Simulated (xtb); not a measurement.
C₄H₁₀Ga, charge +2, doublet, at a GFN2-xTB geometry of the parent state (such geometries of metal compounds can be far from the true shape) (a state made from the parent by changing its charge; the spin is typed, not shown lowest); GFN0-xTB in xtb.

Input for xtb:
```
$ xtb mol.xyz --gfn 0 --chrg 2 --uhf 1 --json

# file mol.xyz
15

Ga    -0.06165786     0.01176005     0.13691187
C      1.66909608    -0.90750982     0.97669008
C      1.78074598    -2.36640149     0.56561244
H      1.56043898    -0.79232305     2.06129048
H      2.51939496    -0.31357011     0.62240419
H      1.87194044    -2.47910199    -0.51618546
H      0.92989129    -2.95379643     0.91461952
H      2.67964241    -2.78814035     1.01681932
C     -1.79398570     0.94519176    -0.68341230
C     -1.45537834     2.29066249    -1.30409025
H     -2.49524523     1.04233967     0.15336149
H     -2.19064808     0.23896438    -1.42173093
H     -0.74454729     2.19248551    -2.12653161
H     -1.05381448     2.98882992    -0.56776613
H     -2.36852758     2.72809334    -1.70934893
```

It wrote (shortened):

```
   ID    Z sym.   atoms
    1   31 Ga     1
    2    6 C      2, 3, 9, 10
    3    1 H      4-8, 11-15

           -------------------------------------------------
          |                Calculation Setup                |
           -------------------------------------------------

           -------------------------------------------------
          |                 G F N 0 - x T B                 |
           -------------------------------------------------

          ...................................................
          :                      SETUP                      :
          :.................................................:
          :  # basis functions                  46          :
          :  # atomic orbitals                  45          :
          :  # shells                           31          :
          :  # electrons                        27          :
          :  electronic temp.          300.0000000     K    :
          :  accuracy                    1.0000000          :
          :  -> integral cutoff          0.2500000E+02      :
          :  -> integral neglect         0.1000000E-07      :
          ...................................................

         :::::::::::::::::::::::::::::::::::::::::::::::::::::
         ::                     SUMMARY                     ::
         :::::::::::::::::::::::::::::::::::::::::::::::::::::
         :: total energy             -11.616647420884 Eh    ::
         :: gradient norm              0.036881352186 Eh/a0 ::
         :: HOMO-LUMO gap              2.153713161722 eV    ::
         ::.................................................::
         :: H0 energy                -14.623857430154 Eh    ::
         :: repulsion energy           0.215265831911 Eh    ::
         :: electrostat energy         2.794335379602 Eh    ::
         :: -> Gsolv                   0.000000000000 Eh    ::
         ::    -> Gsasa                0.000000000000 Eh    ::
         ::    -> Gshift               0.000000000000 Eh    ::
         :: dispersion energy         -0.002391202243 Eh    ::
         :: short-range corr.          0.000000000000 Eh    ::
         :: add. restraining           0.000000000000 Eh    ::
         :: total charge               2.000000000000 e     ::
         :::::::::::::::::::::::::::::::::::::::::::::::::::::

           -------------------------------------------------
          |                Property Printout                |
           -------------------------------------------------

    * Orbital Energies and Occupations

         #    Occupation            Energy/Eh            Energy/eV
      -------------------------------------------------------------
         1        2.0000           -0.6315425             -17.1851
         2        2.0000           -0.6303707             -17.1533
         3        2.0000           -0.6024835             -16.3944
         4        2.0000           -0.6020543             -16.3827
         5        2.0000           -0.5528910             -15.0449
         6        2.0000           -0.5527332             -15.0406
         7        2.0000           -0.5343001             -14.5390
         8        2.0000           -0.5337942             -14.5253
         9        2.0000           -0.5076863             -13.8148
        10        2.0000           -0.5073971             -13.8070
        11        2.0000           -0.5017074             -13.6522
        12        2.0000           -0.5015106             -13.6468
        13        2.0000           -0.4534092             -12.3379
        14        1.0000           -0.4000971             -10.8872 (HOMO)
        15                         -0.3209496              -8.7335 (LUMO)
        16                         -0.1870554              -5.0900
        17                         -0.1770712              -4.8184
        18                         -0.1568028              -4.2668
        19                         -0.1363099              -3.7092
        20                         -0.1268517              -3.4518
        21                         -0.1202013              -3.2708
        22                         -0.1025600              -2.7908
        23                         -0.0929096              -2.5282
        24                         -0.0904274              -2.4607
        25                         -0.0854065              -2.3240
       ...                                ...                  ...
        45                          1.1439380              31.1281
      -------------------------------------------------------------
                  HL-Gap            0.0791475 Eh            2.1537 eV
             Fermi-level            0.0000000 Eh            0.0000 eV

     #   Z          covCN         q      C6AA      α(0)
     1  31 Ga       1.661     0.754   237.552    33.909
     2   6 C        3.645    -0.276    29.605     7.905
     3   6 C        3.758    -0.392    32.481     8.223
     4   1 H        0.924     0.233     0.945     1.520
     5   1 H        0.924     0.230     0.960     1.533
     6   1 H        0.924     0.259     0.843     1.436
     7   1 H        0.924     0.262     0.834     1.428
     8   1 H        0.924     0.307     0.688     1.297
     9   6 C        3.645    -0.276    29.608     7.906
    10   6 C        3.758    -0.392    32.484     8.223
    11   1 H        0.924     0.233     0.944     1.520
    12   1 H        0.924     0.230     0.958     1.531
    13   1 H        0.924     0.259     0.844     1.437
    14   1 H        0.924     0.261     0.835     1.429
    15   1 H        0.924     0.307     0.687     1.297

 Mol. C6AA /au·bohr⁶  :       2146.377756
 Mol. C8AA /au·bohr⁸  :      96575.710861
 Mol. α(0) /au        :         80.594494

Wiberg/Mayer (AO) data.
largest (>0.10) Wiberg bond orders for each atom

 ---------------------------------------------------------------------------
     #   Z sym  total        # sym  WBO       # sym  WBO       # sym  WBO
 ---------------------------------------------------------------------------
     1  31 Ga   1.450 --     2 C    0.621     9 C    0.621
     2   6 C    3.784 --     3 C    1.063     5 H    0.958     4 H    0.958
                             1 Ga   0.621     9 C    0.161
     3   6 C    3.976 --     2 C    1.063     7 H    0.971     6 H    0.971
                             8 H    0.945
     4   1 H    0.987 --     2 C    0.958
     5   1 H    0.987 --     2 C    0.958
     6   1 H    0.983 --     3 C    0.971
     7   1 H    0.983 --     3 C    0.971
     8   1 H    0.974 --     3 C    0.945
     9   6 C    3.784 --    10 C    1.063    12 H    0.958    11 H    0.958
                             1 Ga   0.621     2 C    0.161
    10   6 C    3.976 --     9 C    1.063    14 H    0.971    13 H    0.971
                            15 H    0.945
    11   1 H    0.987 --     9 C    0.958
    12   1 H    0.987 --     9 C    0.958
    13   1 H    0.983 --    10 C    0.971
    14   1 H    0.983 --    10 C    0.971
    15   1 H    0.974 --    10 C    0.945
 ---------------------------------------------------------------------------

Topologies differ in total number of bonds
Writing topology from bond orders to xtbtopo.mol

 dipole moment from electron density (au)
     X       Y       Z
  -0.1732   0.0374   0.3909  total (Debye):    1.091

           -------------------------------------------------
          | TOTAL ENERGY              -11.616647420884 Eh   |
          | GRADIENT NORM               0.036881352186 Eh/α |
          | HOMO-LUMO GAP               2.153713161722 eV   |
           -------------------------------------------------

normal termination of xtb
```
